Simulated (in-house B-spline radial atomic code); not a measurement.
A fraction x of an electron is removed from 5s in Zr⁺, starting from [Kr] 4d2 5s1 and keeping the highest spin. All numbers are computed (scalar-relativistic (X2C) LDA VWN5, spin-polarised, spherical fractional occupations; Fermi nucleus of rms radius 4.2694 fm) with a B-spline radial code for spherical atoms, not measured.

```tsv
x	E(x) - E(0) (eV)	5s up level (eV)
0	0.0000	-10.733
0.1	1.1028	-11.324
0.18	2.0277	-11.798
0.37	4.3769	-12.931
0.49	5.9718	-13.649
0.5	6.1086	-13.709
0.6	7.5094	-14.307
0.7	8.9700	-14.904
0.84	11.1147	-15.733
0.93	12.5544	-16.259
1	13.7067	-
```

The exact functional would give a straight line between the two integer points. Deviations E(x) - E(0) - x[E(1) - E(0)], in eV: -0.268 at x = 0.1, -0.44 at x = 0.18, -0.695 at x = 0.37, -0.744 at x = 0.49, -0.745 at x = 0.5, -0.715 at x = 0.6, -0.625 at x = 0.7, -0.399 at x = 0.84, -0.193 at x = 0.93.

The curve lies below the straight line by up to 0.745 eV (at x = 0.5): convex, the delocalisation error that favours fractional charges.

Question: How well does Slater's transition state (minus the level at half occupation) give the ionisation energy?

Answer: It gives 13.709 eV against 13.707 eV from the two total energies; NIST lists 13.13 eV, ground level to ground level.
